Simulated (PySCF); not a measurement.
**Finite-field polarisability of Hf (hafnium, neutral)**

[Xe] 4f14 5d2 6s2, high-spin 3F determinant. All numbers are calculated (PySCF 2.14, the spin-free X2C one-electron Hamiltonian (Gaussian nucleus), in ANO-RCC-VTZP). Frozen: [Xe] 4f14. Energy changes in a uniform field (μhartree):

| axis | F (au) | HF | MP2 | CCSD | CCSD(T) |
| --- | --- | --- | --- | --- | --- |
| x | 0.0015 | -103.349 | -93.954 | -95.861 | -95.304 |
| x | 0.003 | -413.329 | -375.788 | -383.354 | -381.126 |
| y | 0.0015 | -103.349 | -93.954 | -95.861 | -95.304 |
| y | 0.003 | -413.329 | -375.788 | -383.354 | -381.126 |
| z | 0.0015 | -103.349 | -93.954 | -95.856 | -95.298 |
| z | 0.003 | -413.321 | -375.779 | -383.360 | -381.137 |

Question: Derive α along x at CCSD(T) from the two fields.

Answer: With ΔE = −αF²/2 − γF⁴/24, α = −(16 ΔE(F) − ΔE(2F))/(6F²) = 84.72 bohr³.

Question: And the mean polarisability at each level?

Answer: HF 91.87, MP2 83.52, CCSD 85.21, CCSD(T) 84.72 bohr³. Reference: 103 ± 6 bohr³ (recommended; Schwerdtfeger and Nagle, table of static dipole polarizabilities (2023 update)).

CCSD(T) lies more than 5 % below the reference, which points to too few diffuse and polarisation functions.

Spin-orbit coupling, absent here, splits the open shell strongly.

The basis has no added diffuse functions, which lowers α.
